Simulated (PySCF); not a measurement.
## Calculated data, AlBGeH3O, BGeH3O, BClGeHO, GeH3OSi and others

Computed with PySCF 2.14.0. Calculation on a computer-drawn molecule: the log of a Hartree-Fock and frozen-core CCSD(T) single point meant for a local Hartree-Fock minimum, with one planted fault or none, to be diagnosed. Offsets are logged minus clean, where the clean run is the same molecule without the fault. The reference is restricted for singlets and unrestricted otherwise, and also for a bond in bohr or an excited solution. Adding or removing an electron swaps singlet and doublet. The excited solution moves the top pair (singlet) or top alpha electron (doublet) to the lowest empty orbital. Highest occupied and lowest empty are orbital energies over both spins, largest force is the largest gradient component, triples share is (T) over the correlation energy, the T1 limit is 0.02 restricted and 0.045 unrestricted, electrons count all cores, a negative frequency is imaginary (commonest isotopes), and the dipole is about the centre of nuclear charge; on germanium a core potential holds 10 electrons, which the energies leave out, and 3d is frozen in MP2 and coupled-cluster steps.

Common to all runs: logged SCF converged yes; possible faults no fault, one electron removed, one electron added, multiplicity raised by two, geometry at a saddle point, SCF held on an excited solution, minimal basis STO-3G, one bond length entered in bohr, all coordinates scaled.

```json
{"entry": 1, "formula": "AlBGeH3O", "logged_structure": {"atoms_angstrom": [["O", -2.8348, -1.5949, 0.8426], ["B", -2.2771, -1.0548, -0.0447], ["Ge", -1.1129, -0.1287, -1.4511], ["Al", 1.1642, -0.0485, -0.3176], ["H", -0.9044, -0.9562, -2.7045], ["H", -1.4893, 1.3204, -1.6914], ["H", 2.5582, 0.006, 0.3661]]}, "given": {"meant_charge": 1, "meant_multiplicity": 1, "meant_basis": "cc-pV(D+d)Z", "meant_basis_and_core_potential_on_germanium": "cc-pVDZ-PP ECP10MDF", "logged_electrons": 60, "logged_basis_functions": 89, "logged_spin_squared": 0.0, "logged_highest_occupied [eV]": -10.436, "logged_lowest_empty [eV]": -10.881, "logged_largest_force [hartree/bohr]": 0.078392, "logged_CC_converged": "no", "logged_dipole_magnitude [debye]": 5.0884, "logged_SCF_stable_within_its_kind": "no", "logged_energy_HF [hartree]": -635.93596, "drawn_bonds_atom": [1, 2, 3, 3, 3, 4], "drawn_bonds_other_atom": [2, 3, 4, 5, 6, 7], "drawn_bonds_order": [2, 1, 1, 1, 1, 1]}, "results": {"planted_fault": "SCF held on an excited solution", "HF_energy_offset_from_clean_run [kcal/mol]": 274.0}, "notes": ["CCSD not converged"]}
{"entry": 2, "formula": "BGeH3O", "logged_structure": {"atoms_angstrom": [["O", -0.9278, 0.5791, -0.232], ["B", 0.1727, 0.1659, -0.3906], ["Ge", 2.0884, -0.5537, -0.6668], ["H", 2.0415, -1.6531, -1.7221], ["H", 2.5895, -1.1085, 0.6621], ["H", 3.7576, 1.6234, -1.548]]}, "given": {"meant_charge": 0, "meant_multiplicity": 1, "meant_basis": "cc-pVDZ", "meant_basis_and_core_potential_on_germanium": "cc-pVDZ-PP ECP10MDF", "logged_electrons": 48, "logged_basis_functions": 66, "logged_spin_squared": 0.8695, "logged_highest_occupied [eV]": -10.011, "logged_lowest_empty [eV]": 0.14328, "logged_largest_force [hartree/bohr]": 0.0060177, "logged_T1_diagnostic": 0.044667, "logged_D1_diagnostic": 0.17113, "logged_triples_share": 0.038272, "logged_CC_converged": "yes", "logged_dipole_magnitude [debye]": 3.6031, "logged_SCF_stable_within_its_kind": "yes", "logged_energy_HF [hartree]": -394.61766, "logged_energy_CCSD(T) [hartree]": -395.0033, "drawn_bonds_atom": [1, 2, 3, 3, 3], "drawn_bonds_other_atom": [2, 3, 4, 5, 6], "drawn_bonds_order": [2, 1, 1, 1, 1]}, "results": {"planted_fault": "one bond length entered in bohr, row 5 of the drawn bonds", "HF_energy_offset_from_clean_run [kcal/mol]": 63.99, "CCSD(T)_energy_offset_from_clean_run [kcal/mol]": 72.96}}
{"entry": 3, "formula": "BGeH3O", "logged_structure": {"atoms_angstrom": [["O", -0.9278, 0.5791, -0.232], ["B", 0.1727, 0.1659, -0.3906], ["Ge", 2.0884, -0.5537, -0.6668], ["H", 2.0415, -1.6531, -1.7221], ["H", 2.5895, -1.1085, 0.6621], ["H", 2.9717, 0.5984, -1.1331]]}, "given": {"meant_charge": 0, "meant_multiplicity": 1, "meant_basis": "cc-pVDZ", "meant_basis_and_core_potential_on_germanium": "cc-pVDZ-PP ECP10MDF", "logged_electrons": 48, "logged_basis_functions": 66, "logged_spin_squared": 0.0, "logged_highest_occupied [eV]": -3.8432, "logged_lowest_empty [eV]": -7.4304, "logged_largest_force [hartree/bohr]": 0.51252, "logged_CC_converged": "no", "logged_dipole_magnitude [debye]": 2.6892, "logged_SCF_stable_within_its_kind": "no", "logged_energy_HF [hartree]": -393.95597, "drawn_bonds_atom": [1, 2, 3, 3, 3], "drawn_bonds_other_atom": [2, 3, 4, 5, 6], "drawn_bonds_order": [2, 1, 1, 1, 1]}, "results": {"planted_fault": "SCF held on an excited solution", "HF_energy_offset_from_clean_run [kcal/mol]": 479.2}, "notes": ["CCSD not converged"]}
{"entry": 4, "formula": "BClGeHO", "logged_structure": {"atoms_angstrom": [["O", -0.0834, -1.5251, 1.6615], ["B", -0.2976, -0.8658, 0.7008], ["Ge", -0.6922, 0.1732, -1.0362], ["Cl", -2.0908, 1.7542, -0.5559], ["H", 0.5604, 0.8116, -1.63]]}, "given": {"meant_charge": 0, "meant_multiplicity": 2, "meant_basis": "cc-pV(D+d)Z", "meant_basis_and_core_potential_on_germanium": "cc-pVDZ-PP ECP10MDF", "logged_electrons": 64, "logged_basis_functions": 79, "logged_spin_squared": 0.0, "logged_highest_occupied [eV]": -2.0622, "logged_lowest_empty [eV]": 7.4015, "logged_largest_force [hartree/bohr]": 0.060125, "logged_T1_diagnostic": 0.016094, "logged_D1_diagnostic": 0.04636, "logged_triples_share": 0.029848, "logged_CC_converged": "yes", "logged_dipole_magnitude [debye]": 1.841, "logged_SCF_stable_within_its_kind": "yes", "logged_energy_HF [hartree]": -853.12696, "logged_energy_CCSD(T) [hartree]": -853.65851, "drawn_bonds_atom": [1, 2, 3, 3], "drawn_bonds_other_atom": [2, 3, 4, 5], "drawn_bonds_order": [2, 1, 1, 1]}, "results": {"planted_fault": "one electron added", "HF_energy_offset_from_clean_run [kcal/mol]": -27.2, "CCSD(T)_energy_offset_from_clean_run [kcal/mol]": -39.4}}
{"entry": 5, "formula": "GeH3OSi", "logged_structure": {"atoms_angstrom": [["O", 2.1318, 1.2864, 0.0], ["Si", 1.1319, 0.1225, 0.0], ["Ge", -1.0873, 0.02, 0.0], ["H", 1.6671, -1.2735, 0.0], ["H", -1.776, -1.3456, 0.0], ["H", -2.0675, 1.1901, 0.0]]}, "given": {"meant_charge": -1, "meant_multiplicity": 1, "meant_basis": "aug-cc-pV(D+d)Z", "meant_basis_and_core_potential_on_germanium": "aug-cc-pVDZ-PP ECP10MDF", "logged_electrons": 58, "logged_basis_functions": 114, "logged_spin_squared": 0.0, "logged_highest_occupied [eV]": -2.0434, "logged_lowest_empty [eV]": 3.7908, "logged_largest_force [hartree/bohr]": 4.3988e-05, "logged_lowest_frequency [cm^-1]": -429.38, "logged_T1_diagnostic": 0.020118, "logged_D1_diagnostic": 0.055174, "logged_triples_share": 0.03981, "logged_CC_converged": "yes", "logged_dipole_magnitude [debye]": 3.96, "logged_SCF_stable_within_its_kind": "yes", "logged_energy_HF [hartree]": -658.93768, "logged_energy_CCSD(T) [hartree]": -659.40064, "drawn_bonds_atom": [1, 2, 2, 3, 3], "drawn_bonds_other_atom": [2, 3, 4, 5, 6], "drawn_bonds_order": [2, 1, 1, 1, 1]}, "results": {"planted_fault": "geometry at a saddle point", "HF_energy_offset_from_clean_run [kcal/mol]": 11.44, "CCSD(T)_energy_offset_from_clean_run [kcal/mol]": 12.09}, "notes": ["T1 above single-reference limit"]}
{"entry": 6, "formula": "GeH3OSi", "logged_structure": {"atoms_angstrom": [["O", -1.0425, 2.1645, 2.0993], ["Si", -0.965, 0.7186, 1.6029], ["Ge", 0.4067, -1.1894, 2.1219], ["H", -2.1459, 0.3132, 0.7365], ["H", 1.8078, -0.4606, 2.2066], ["H", 0.4712, -1.6196, 0.5905]]}, "given": {"meant_charge": -1, "meant_multiplicity": 1, "meant_basis": "aug-cc-pV(D+d)Z", "meant_basis_and_core_potential_on_germanium": "aug-cc-pVDZ-PP ECP10MDF", "logged_electrons": 58, "logged_basis_functions": 114, "logged_spin_squared": 0.0, "logged_highest_occupied [eV]": -3.1787, "logged_lowest_empty [eV]": 3.8141, "logged_largest_force [hartree/bohr]": 1.6326e-05, "logged_lowest_frequency [cm^-1]": 163.64, "logged_T1_diagnostic": 0.022725, "logged_D1_diagnostic": 0.069835, "logged_triples_share": 0.039062, "logged_CC_converged": "yes", "logged_dipole_magnitude [debye]": 2.7832, "logged_SCF_stable_within_its_kind": "yes", "logged_energy_HF [hartree]": -658.95592, "logged_energy_CCSD(T) [hartree]": -659.41992, "drawn_bonds_atom": [1, 2, 2, 3, 3], "drawn_bonds_other_atom": [2, 3, 4, 5, 6], "drawn_bonds_order": [2, 1, 1, 1, 1]}, "results": {"planted_fault": "no fault", "HF_energy_offset_from_clean_run [kcal/mol]": 0.0, "CCSD(T)_energy_offset_from_clean_run [kcal/mol]": 0.0}, "notes": ["T1 above single-reference limit"]}
{"entry": 7, "formula": "GeH4OSi", "logged_structure": {"atoms_angstrom": [["O", -1.4443, 2.1638, 2.0638], ["Si", -1.6016, 1.8686, 0.6005], ["Ge", -2.6631, -0.1043, -0.2686], ["H", -1.1074, 2.784, -0.4557], ["H", -3.1407, -0.9878, 0.8774], ["H", -3.8441, 0.321, -1.1458], ["H", -1.6559, -0.8574, -1.1424]]}, "given": {"meant_charge": 0, "meant_multiplicity": 1, "meant_basis": "cc-pV(D+d)Z", "meant_basis_and_core_potential_on_germanium": "cc-pVDZ-PP ECP10MDF", "logged_electrons": 57, "logged_basis_functions": 80, "logged_spin_squared": 0.7682, "logged_highest_occupied [eV]": -17.613, "logged_lowest_empty [eV]": -6.1413, "logged_largest_force [hartree/bohr]": 0.12576, "logged_T1_diagnostic": 0.054865, "logged_D1_diagnostic": 0.29214, "logged_triples_share": 0.029272, "logged_CC_converged": "yes", "logged_dipole_magnitude [debye]": 3.3445, "logged_SCF_stable_within_its_kind": "yes", "logged_energy_HF [hartree]": -659.17617, "logged_energy_CCSD(T) [hartree]": -659.55993, "drawn_bonds_atom": [1, 2, 2, 3, 3, 3], "drawn_bonds_other_atom": [2, 3, 4, 5, 6, 7], "drawn_bonds_order": [2, 1, 1, 1, 1, 1]}, "results": {"planted_fault": "one electron removed", "HF_energy_offset_from_clean_run [kcal/mol]": 194.2, "CCSD(T)_energy_offset_from_clean_run [kcal/mol]": 222.8}, "notes": ["T1 above single-reference limit"]}
{"entry": 8, "formula": "ClGeH2OSi", "logged_structure": {"atoms_angstrom": [["O", -0.8353, -0.2625, 2.2812], ["Si", 0.5753, -0.0101, 1.8412], ["Ge", 1.0606, 1.215, -0.1505], ["Cl", 3.161, 1.8049, -0.0882], ["H", 1.7885, -0.5666, 2.4714], ["H", 0.2503, 2.4847, -0.4025]]}, "given": {"meant_charge": 0, "meant_multiplicity": 2, "meant_basis": "cc-pV(D+d)Z", "meant_basis_and_core_potential_on_germanium": "cc-pVDZ-PP ECP10MDF", "logged_electrons": 73, "logged_basis_functions": 93, "logged_spin_squared": 0.769, "logged_highest_occupied [eV]": -9.5476, "logged_lowest_empty [eV]": -0.53071, "logged_largest_force [hartree/bohr]": 9.7246e-06, "logged_lowest_frequency [cm^-1]": 67.78, "logged_T1_diagnostic": 0.022565, "logged_D1_diagnostic": 0.083212, "logged_triples_share": 0.031529, "logged_CC_converged": "yes", "logged_dipole_magnitude [debye]": 2.0098, "logged_SCF_stable_within_its_kind": "yes", "logged_energy_HF [hartree]": -1117.85849, "logged_energy_CCSD(T) [hartree]": -1118.40028, "drawn_bonds_atom": [1, 2, 3, 2, 3], "drawn_bonds_other_atom": [2, 3, 4, 5, 6], "drawn_bonds_order": [2, 1, 1, 1, 1]}, "results": {"planted_fault": "no fault", "HF_energy_offset_from_clean_run [kcal/mol]": 0.0, "CCSD(T)_energy_offset_from_clean_run [kcal/mol]": 0.0}}
```
